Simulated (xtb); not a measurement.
xtb input (GFN2-xTB):

```bash
xtb mol.xyz --gfn 2 --sp --chrg 1 --uhf 0
```
mol.xyz:
```
4

Sn    -0.00000000    -0.00000000    -0.00000000
H      0.62512032    -0.47874728     1.49682175
H     -0.36569028     1.62694844    -0.28241660
H     -0.25943004    -1.14820116    -1.21440515
```

End of the output:

```
         :::::::::::::::::::::::::::::::::::::::::::::::::::::
         ::                     SUMMARY                     ::
         :::::::::::::::::::::::::::::::::::::::::::::::::::::
         :: total energy              -3.110107185356 Eh    ::
         :: gradient norm              0.009517803210 Eh/a0 ::
         :: HOMO-LUMO gap              4.376462843334 eV    ::
         ::.................................................::
         :: SCC energy                -3.119603778867 Eh    ::
         :: -> isotropic ES            0.124863148895 Eh    ::
         :: -> anisotropic ES         -0.008959947664 Eh    ::
         :: -> anisotropic XC         -0.002752582146 Eh    ::
         :: -> dispersion             -0.000507907573 Eh    ::
         :: repulsion energy           0.009496593511 Eh    ::
         :: add. restraining           0.000000000000 Eh    ::
         :: total charge               1.000000000000 e     ::
         :::::::::::::::::::::::::::::::::::::::::::::::::::::

           -------------------------------------------------
          |                Property Printout                |
           -------------------------------------------------

    * Orbital Energies and Occupations

         #    Occupation            Energy/Eh            Energy/eV
      -------------------------------------------------------------
         1        2.0000           -1.1188919             -30.4466
         2        2.0000           -0.7065713             -19.2268
         3        2.0000           -0.7065713             -19.2268 (HOMO)
         4                         -0.5457393             -14.8503 (LUMO)
         5                         -0.5356613             -14.5761
         6                         -0.4868227             -13.2471
         7                         -0.4868227             -13.2471
         8                         -0.4293010             -11.6819
         9                         -0.4293010             -11.6819
        10                         -0.1967190              -5.3530
        11                          0.3084833               8.3943
        12                          0.3084833               8.3943
      -------------------------------------------------------------
                  HL-Gap            0.1608321 Eh            4.3765 eV
             Fermi-level           -0.6261553 Eh          -17.0386 eV

     #   Z          covCN         q      C6AA      α(0)
     1  50 Sn       2.786     0.345   379.605    38.514
     2   1 H        0.929     0.218     1.010     1.572
     3   1 H        0.929     0.218     1.010     1.572
     4   1 H        0.929     0.218     1.010     1.572

 Mol. C6AA /au·bohr⁶  :        503.960827
 Mol. C8AA /au·bohr⁸  :      52244.221202
 Mol. α(0) /au        :         43.229359
Note: The following floating-point exceptions are signalling: IEEE_DENORMAL
normal termination of xtb

Wiberg/Mayer (AO) data.
largest (>0.10) Wiberg bond orders for each atom

 ---------------------------------------------------------------------------
     #   Z sym  total        # sym  WBO       # sym  WBO       # sym  WBO
 ---------------------------------------------------------------------------
     1  50 Sn   2.008 --     4 H    0.669     2 H    0.669     3 H    0.669
     2   1 H    0.952 --     1 Sn   0.669     4 H    0.141     3 H    0.141
     3   1 H    0.952 --     1 Sn   0.669     4 H    0.141     2 H    0.141
     4   1 H    0.952 --     1 Sn   0.669     2 H    0.141     3 H    0.141
 ---------------------------------------------------------------------------

Topologies differ in total number of bonds
Writing topology from bond orders to xtbtopo.mol

molecular dipole:
                 x           y           z       tot (Debye)
 q only:       -0.000       0.000       0.000
   full:        0.000      -0.000      -0.000       0.000
molecular quadrupole (traceless):
                xx          xy          yy          xz          yz          zz
 q only:       -2.653      -0.697       1.560       1.583       0.255       1.093
  q+dip:       -3.110      -0.818       1.829       1.856       0.299       1.281
   full:        0.786       0.207      -0.462      -0.469      -0.076      -0.324

           -------------------------------------------------
          | TOTAL ENERGY               -3.110107185356 Eh   |
          | GRADIENT NORM               0.009517803210 Eh/α |
          | HOMO-LUMO GAP               4.376462843334 eV   |
           -------------------------------------------------

------------------------------------------------------------------------
------------------------------------------------------------------------
 total:
 SCF:
```
